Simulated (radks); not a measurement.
Values are calculated unless marked as measured or tabulated.
Spin polarisation of the 4s1 shell in Ca+. Start: [Ar] 4s(up 0.5, down 0.5); electrons of 4s are moved from spin down to spin up, other shells keep equal spins. Level of theory: non-relativistic Kohn-Sham, LDA (Slater exchange, Perdew-Wang correlation), spin-polarised, spherical densities, point nucleus (a radial shooting solver on a logarithmic mesh with Libxc functionals).

moment (Bohr magnetons),E - E(0) (eV),e(4s up) (eV),e(4s down) (eV),3p down minus up (eV)
0,0.000,-9.133,-9.133,0.000
0.25,-0.013,-9.231,-9.022,0.032
0.5,-0.053,-9.318,-8.893,0.064
0.75,-0.120,-9.394,-8.745,0.097
1,-0.216,-9.458,-8.531,0.129

At moment 1 the spin-polarisation energy is -0.216 eV and the 4s exchange splitting 0.928 eV, that is 0.928 eV per Bohr magneton; E = -I m^2/4 would give I = 0.864 eV.
